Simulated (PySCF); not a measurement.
C2H4OSi, SMILES C#C[SiH2]O. The structure is a stationary point at PBE-D3(BJ)/def2-SVP. Other conformers were not sampled.

Problem. Give the equilibrium geometry at PBE-D3(BJ)/def2-SVP (PySCF confirms it by a frequency run) as bond lengths and angles. (An estimate is asked for; the answer gives what the named calculation found.)

Solution. One answer among several that fit: 
Atoms: Si1 O2 C3 C4 H5 H6 H7 H8. Bonds (Å): Si1–O2 1.679, Si1–C3 1.843, Si1–H5 1.495, Si1–H6 1.505, O2–H7 0.973, C3–C4 1.229, C4–H8 1.083. Angles (°): O2–Si1–C3 111.4, O2–Si1–H5 105.6, O2–Si1–H6 112.5, C3–Si1–H5 109.7, C3–Si1–H6 107.1, H5–Si1–H6 110.6, Si1–O2–H7 114.9, Si1–C3–C4 178.9, C3–C4–H8 179.6.
Charge 0, spin multiplicity 1.
